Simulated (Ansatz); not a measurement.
`[NH2][Ga]([Cl])[Cl]` + H₂S → `[SH][Ga]([Cl])[Cl]` + NH₃ at 700 K and 1 bar (ligand exchange at a Ga–N bond).

Calculated with Ansatz (gas phase, PBE0-D4/def2-TZVP geometries, no zero-point term in ΔE). CBS: MP2 limit from def2 TZ/QZ plus the TZ coupled-cluster correction, frozen cores. This one scheme is used for every species. For Ga outer-core shells are correlated without core-valence functions, which leaves a few kJ/mol of doubt a bond. Scalar relativity is left out up to krypton. One conformer a species, not always the lowest.

| species | CCSD(T)/CBS energy (Eh) | H − E (kJ/mol) | S (J/(mol·K)) |
| --- | --- | --- | --- |
| `[NH2][Ga]([Cl])[Cl]` | -2899.54184 | 133.3 | 434.4 |
| H₂S | -398.97279 | 64.8 | 236.9 |
| `[SH][Ga]([Cl])[Cl]` | -3242.02309 | 88.6 | 428.8 |
| NH₃ | -56.50880 | 116.9 | 226.5 |

H − E and S are ideal-gas, rigid-rotor, harmonic terms from PBE0-D4/def2-TZVP, for one conformer and one mirror image of each species. 1 Eh = 2625.50 kJ/mol, R = 8.31446 J/(mol·K).

**Question.** By hand: ΔE, ΔH, ΔS and ΔG.

**Answer.** ΔE = (-3242.02309) + (-56.50880) − (-2899.54184) − (-398.97279) = -0.01726 Eh = -45.3 kJ/mol. Δ(H − E) = 88.6 + 116.9 − 133.3 − 64.8 = 7.4, so ΔH = -37.9 kJ/mol. ΔS = 428.8 + 226.5 − 434.4 − 236.9 = -16.0 J/(mol·K). ΔG = -37.9 − 700 × (-16.0)/1000 = -26.7 kJ/mol.

**Question.** By hand: the equilibrium constant, and the temperature at which ΔG would vanish if ΔH and ΔS stayed fixed.

**Answer.** log₁₀ K = −ΔG/(RT ln 10) = 2.0. ΔG = 0 at ΔH/ΔS = 2369 K, though so small a ΔS makes that figure unsure.

ΔH outweighs TΔS. A doubt of 5 kJ/mol in ΔE shifts log₁₀ K by 0.4 here. Other conformers and mirror images would add mixing entropy, several J/(mol·K) or more a flexible species. Modes under 60 cm⁻¹, often nearly free rotors, make the harmonic entropy too high. These are equilibria of isolated gas molecules and say nothing of rates. Largest T1 diagnostic: 0.011 (customary marks: 0.02 for closed shells, 0.045 for open ones).
